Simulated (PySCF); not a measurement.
TeBrI, SMILES Br[Te]I.

The structure is a stationary point at B3LYP-D3(BJ)/def2-SVP. The def2 effective core potentials stand for the cores of I, Te; spin–orbit coupling is left out.

Computed with HF/def2-TZVPD run with PySCF.

Symmetry labels are those of the subgroup Cs that the program uses (full group Cs).

Computed valence orbital energies around the gap with their symmetry:
```
orbital  symmetry  energy (eV)
-------  --------  -----------
HOMO−7         A'       -21.20
HOMO−6         A'       -13.35
HOMO−5         A'       -12.69
HOMO−4         A"       -12.49
HOMO−3         A'       -11.16
HOMO−2         A"       -11.10
HOMO−1         A'       -10.60
HOMO           A"        -8.94
LUMO           A'        -0.42
LUMO+1         A'         0.02
LUMO+2         A'         1.27
LUMO+3         A'         1.36
```
